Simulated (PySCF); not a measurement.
## Assignment exercise: C5H7F3Si

Molfile (atoms numbered from 1):
```
C5H7F3Si
     RDKit          3D

 16 16  0  0  0  0  0  0  0  0999 V2000
    3.0041    1.0966    0.7162 F   0  0  0  0  0  0  0  0  0  0  0  0
    2.6948   -0.0834    0.1736 C   0  0  0  0  0  0  0  0  0  0  0  0
    3.7981   -0.7793   -0.0900 F   0  0  0  0  0  0  0  0  0  0  0  0
    1.4442   -0.4606   -0.0687 C   0  0  0  0  0  0  0  0  0  0  0  0
    1.2528   -1.6811   -0.6217 F   0  0  0  0  0  0  0  0  0  0  0  0
    0.2296    0.3367    0.1537 C   0  0  2  0  0  0  0  0  0  0  0  0
   -0.9138   -0.3951    0.8952 C   0  0  0  0  0  0  0  0  0  0  0  0
   -2.1106   -0.0018    0.0062 C   0  0  0  0  0  0  0  0  0  0  0  0
   -0.9418    0.6164   -1.3713 Si  0  0  0  0  0  4  0  0  0  0  0  0
    0.5119    1.2616    0.6537 H   0  0  0  0  0  0  0  0  0  0  0  0
   -1.0143   -0.0865    1.9346 H   0  0  0  0  0  0  0  0  0  0  0  0
   -0.7518   -1.4714    0.8721 H   0  0  0  0  0  0  0  0  0  0  0  0
   -2.7809   -0.8278   -0.2168 H   0  0  0  0  0  0  0  0  0  0  0  0
   -2.7086    0.7854    0.4616 H   0  0  0  0  0  0  0  0  0  0  0  0
   -1.0299    2.0073   -1.8070 H   0  0  0  0  0  0  0  0  0  0  0  0
   -0.6914   -0.3082   -2.4713 H   0  0  0  0  0  0  0  0  0  0  0  0
  1  2  1  0
  2  3  1  0
  2  4  2  3
  4  5  1  0
  4  6  1  0
  6  7  1  0
  7  8  1  0
  8  9  1  0
  9  6  1  0
  6 10  1  1
  7 11  1  0
  7 12  1  0
  8 13  1  0
  8 14  1  0
  9 15  1  0
  9 16  1  0
M  END
```

[PySCF: shielding tensors at PBE0/pcSseg-1 (GIAO); geometry: GFN2-xTB; non-relativistic Hamiltonian; isolated molecule; one conformer]

Chemical shifts δ = σref − σ; TMS for $^{13}$C (186.93 ppm) and $^{1}$H (31.72 ppm), all at this level.

(1) Assign these signals to the numbered atoms. $^{13}$C{$^{1}$H} NMR (computed): δ 164.6, 139.6, 26.4, 25.4, 6.5.

(2) Assign these signals to the numbered atoms. $^{1}$H NMR (300 MHz, computed): δ 5.00 (m, 1H), 4.94 (m, 1H), 2.94 (m, 1H), 2.74 (m, 1H), 2.56 (m, 1H), 1.51 (m, 1H), 1.32 (m, 1H).

## Answers

(1) 
164.6 → C2, fully substituted alkene carbon: an sp2 carbon of a C=C bond
139.6 → C4, fully substituted alkene carbon
26.4 → C6, allylic sp3 CH bonded to Si
25.4 → C7, sp3 CH2 in a ring: saturated and bonded to C and H only
6.5 → C8, sp3 CH2 bonded to Si: an electropositive neighbour leaves it electron-rich and shielded

C6 and C7 lie closer than the usual error of such a calculation, so a measured spectrum could show them in the other order.

(2) 
5.00 → H16, hydrogen on a silicon bonded to 2 C, in a 4-membered ring
4.94 → H15, hydrogen on a silicon bonded to 2 C, in a 4-membered ring
2.94 → H10, hydrogen on an allylic sp3 CH bonded to Si: allylic position
2.74 → H12, hydrogen on an sp3 CH2 in a ring
2.56 → H11, hydrogen on an sp3 CH2 in a ring
1.51 → H14, hydrogen on an sp3 CH2 bonded to Si
1.32 → H13, hydrogen on an sp3 CH2 bonded to Si

H16 and H15 lie closer than the usual error of such a calculation, so a measured spectrum could show them in the other order.

Splittings by $^{19}$F in the carbon and heteronuclear signals aren't shown, as no couplings were computed. Shifts are as computed. Against solution values, carbons near 30 ppm lie about +3 ppm off and those near 130 ppm about +5 ppm. Of 1211 compounds with measured shifts, 218 miss one by over three times the rms of a fit or turn the order of signals round; such compounds aren't used in these exercises. No couplings were computed; multiplicities are counted from neighbouring protons, with m where these are inequivalent, close in shift, in a saturated or five-membered ring or joined by F or P, and br s for small geminal =CH2 splittings.
